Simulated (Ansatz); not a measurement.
Consider the formal loss of a carbene: `[CH3][GeH]([NH2])[CH]=O` → `[NH2][GeH2][CH]=O` + `[CH2]` (triplet).

Computed with Ansatz on PBE0-D4/def2-TZVP structures; ΔE is electronic, products minus reactants. CCSD(T)/CBS is the MP2 limit (def2-TZVPP, def2-QZVPP) plus CCSD(T) − MP2 in def2-TZVPP, frozen cores. This one scheme is used for every species. DFT in def2-TZVPP. Triplets are unrestricted, without spin–orbit coupling. For Ge outer-core shells are correlated without core-valence functions, which leaves a few kJ/mol of doubt a bond. Scalar relativity is left out up to krypton. Each species was taken in one conformer, which may not be the lowest.

| level | ΔE (kJ/mol) |
| --- | --- |
| PBE0 | 463.6 |
| HF/def2-QZVPP | 321.4 |

**Question.** What does CCSD(T)/CBS give? (Best estimate.)

**Answer.** Computed: +475.7 kJ/mol. The listed levels differ from it by -12.1, -154.3 kJ/mol.

Largest T1 diagnostic among the species: 0.013.

The D4 term adds +11.1 kJ/mol with B3LYP and +6.2 kJ/mol with PBE0; it sums over pairs of atoms, weighted by their polarisabilities, and B3LYP, whose exchange is more repulsive, gets the larger term. From PBE to PBE0 (25 % exact exchange), in def2-TZVPP and without D4, ΔE moves by −7.5 kJ/mol.

B3LYP here is the variant with VWN-RPA as its local correlation; programs differ in this.
